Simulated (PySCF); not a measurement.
Input for PySCF: D3(BJ) and D4 dispersion corrections on Br3Ge (SMILES [Br][Ge]([Br])[Br]).

```python
from pyscf import gto
from pyscf.dispersion import dftd3, dftd4

mol = gto.M(
    atom='''
    Ge   -0.00201213   -0.00203838   -0.59300565
    Br    2.20621968   -0.00941888    0.18999187
    Br   -1.09337488    1.91577898    0.19494844
    Br   -1.11083266   -1.90432172    0.20806534
    ''',
    basis='def2-svp',
    charge=0, spin=1, verbose=0, max_memory=1800)
d3, d4 = {}, {}
for xc in ['hf', 'pbe', 'blyp', 'revpbe', 'tpss', 'r2scan', 'b3lyp', 'pbe0', 'bhlyp', 'camb3lyp', 'b2plyp']:
    d3[xc] = float(dftd3.DFTD3Dispersion(mol, xc=xc, version='d3bj', atm=False).get_dispersion()['energy'])
    print(f'D3(BJ) {xc:10s} {d3[xc]:14.8f} Eh')
for xc in ['hf', 'pbe', 'blyp', 'revpbe', 'tpss', 'r2scan', 'b3lyp', 'pbe0', 'bhlyp', 'camb3lyp', 'b2plyp']:
    d4[xc] = float(dftd4.DFTD4Dispersion(mol, xc={'camb3lyp': 'cam-b3lyp'}.get(xc, xc), atm=True).get_dispersion()['energy'])
    print(f'D4     {xc:10s} {d4[xc]:14.8f} Eh')
```

It printed:

```
D3(BJ) hf            -0.04603190 Eh
D3(BJ) pbe           -0.00611989 Eh
D3(BJ) blyp          -0.01534577 Eh
D3(BJ) revpbe        -0.01316508 Eh
D3(BJ) tpss          -0.00858005 Eh
D3(BJ) r2scan        -0.00173042 Eh
D3(BJ) b3lyp         -0.01311702 Eh
D3(BJ) pbe0          -0.00616592 Eh
D3(BJ) bhlyp         -0.01254152 Eh
D3(BJ) camb3lyp      -0.00711146 Eh
D3(BJ) b2plyp        -0.00753806 Eh
D4     hf            -0.01975082 Eh
D4     pbe           -0.00715233 Eh
D4     blyp          -0.01477700 Eh
D4     revpbe        -0.01450339 Eh
D4     tpss          -0.00955022 Eh
D4     r2scan        -0.00146747 Eh
D4     b3lyp         -0.01197457 Eh
D4     pbe0          -0.00623302 Eh
D4     bhlyp         -0.01226206 Eh
D4     camb3lyp      -0.00670068 Eh
D4     b2plyp        -0.00496893 Eh
```

The run finished.

Cost: around 0.03 core-seconds (rough).
